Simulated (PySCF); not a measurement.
Computed shifts of a molecule C3H7NOSi, B3LYP/pcSseg-1 (PySCF), GIAO, gas phase, atoms alike by connectivity averaged where their shifts nearly agree, in ppm (number of nuclei): ¹³C: 153.9 (1), 110.7 (1), 47.0 (1). ²⁹Si: -37.4 (1). ¹⁵N: 30.5 (1). ¹H: 6.75 (1), 5.50 (1), 5.10 (1), 4.53 (1), 4.16 (1), 4.05 (1), 0.58 (1). References: ¹³C against TMS (σ = 181.3 ppm); ¹⁷O against H2O (σ = 333.8 ppm); ²⁹Si against TMS (σ = 338.7 ppm); ¹⁵N against NH3 (σ = 265.5 ppm); ¹H against TMS (σ = 31.68 ppm), references at their B3LYP-D3(BJ)/def2-TZVP geometries, non-relativistic. Geometry: ωB97X-D3(BJ)/def2-SVP. One conformer was computed; it need not be the lowest.

Problem. Identify the compound among the candidates.
A) [SiH3][C@H]1CN=CO1
B) C1=CO[SiH2]NC1
C) C#CC[Si@@H](N)O
D) C#CCN[SiH2]O

Solution. B, C1=CO[SiH2]NC1
